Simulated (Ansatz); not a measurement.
CdH₂O₂ (`[OH][Cd][OH]`), 5 atoms. The species carries charge 0 and has multiplicity 1. Correlated methods include outer-core shells of Cd, which these sets cover unevenly. Cd takes the def2 core potential. All runs use 4 threads of an AMD EPYC 9R45 on a shared host. Correlated methods freeze the cores. Open-shell runs search over several starts.

Question: How many basis functions does each run have, and how long does it take in Ansatz? UKS r2SCAN-D4/def2-TZVPP energy of the cation; RKS BLYP-D4/def2-TZVPP energy; RKS ωB97X-V/def2-TZVPP energy; UHF-MP2/def2-QZVPP energy of the cation; UKS B2PLYP (frozen core)/def2-TZVPP energy of the cation; UKS ωB97X-V/def2-TZVPP energy of the cation; UKS PBE-D4/def2-TZVPP energy of the cation; RKS revPBE-D4/def2-TZVPP energy; RHF-CCSD(T)/def2-SVP energy; RKS PBE0-D4/def2-TZVP frequencies; UKS B3LYP-D4/def2-TZVPP energy of the cation; UKS ωB97M-V/def2-TZVPP energy of the cation. (Best estimate.)

Answer: Computed: Other jobs shared the machine, so times are rough.

```csv
level,job,functions,wall time,peak host memory (GiB)
RKS revPBE-D4/def2-TZVPP,energy,146,0.35 s,0.16
RKS BLYP-D4/def2-TZVPP,energy,146,0.45 s,0.16
RHF-CCSD(T)/def2-SVP,energy,69,1.1 s,0.24
RKS ωB97X-V/def2-TZVPP,energy,146,1.2 s,0.31
UKS PBE-D4/def2-TZVPP,energy of the cation,146,1.7 s,0.3
UKS B3LYP-D4/def2-TZVPP,energy of the cation,146,1.7 s,0.31
UKS r2SCAN-D4/def2-TZVPP,energy of the cation,146,4.6 s,0.34
UKS B2PLYP (frozen core)/def2-TZVPP,energy of the cation,146,7 s,0.47
UKS ωB97X-V/def2-TZVPP,energy of the cation,146,8 s,0.56
UKS ωB97M-V/def2-TZVPP,energy of the cation,146,8.5 s,0.61
RKS PBE0-D4/def2-TZVP,frequencies,114,11 s,0.21
UHF-MP2/def2-QZVPP,energy of the cation,262,17 s,0.82
```

B3LYP here is the variant with VWN-RPA as its local correlation; programs differ in this.
